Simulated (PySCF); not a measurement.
**Relaxation of quintet TcCl₃**

Computed with PySCF, UPBE0, basis Tc def2-SVP with ECP28, Cl def2-SVP (scalar-relativistic core potentials, no spin–orbit coupling, density fitting). A (50,194) grid was used.

A start at or just off a symmetric point, pushed along the force that breaks its symmetry, of C2v symmetry, free to break it:

Coordinates in bohr (charge 0 multiplicity 5):
```
Tc   -0.0285    0.0000    0.0000
Cl    4.2514    0.0000    0.0000
Cl   -2.0853    3.7608    0.0000
Cl   -2.0853   -3.7608    0.0000
```

Optimiser trace:
| step | E − E(last) (kJ/mol) | largest gradient (Eh/bohr) |
| --- | --- | --- |
| 0 | 23.46 | 0.00599 |
| 1 | 16.25 | 0.00769 |
| 2 | 2.84 | 0.00920 |
| 3 | 0.90 | 0.00613 |
| 4 | 0.04 | 0.00104 |
| 5 | 0.00 | 0.00020 |
| 6 | 0.00 | 0.00002 |

It ends at C2v with Tc–Cl 2.230 Å, Tc–Cl 2.276 Å (×2); Cl–Tc–Cl 104.5° (×2), Cl–Tc–Cl 150.9° (after a last refinement on a finer grid). A frequency run shows a minimum. Other isomers or separated fragments may lie lower.

Final geometry:
Coordinates in bohr (charge 0 multiplicity 5):
```
Tc   -0.3541    0.0000    0.0000
Cl    3.8601    0.0000    0.0000
Cl   -1.4344    4.1630    0.0000
Cl   -1.4345   -4.1630    0.0000
```

With open d or f shells other occupations or spin states may lie lower.
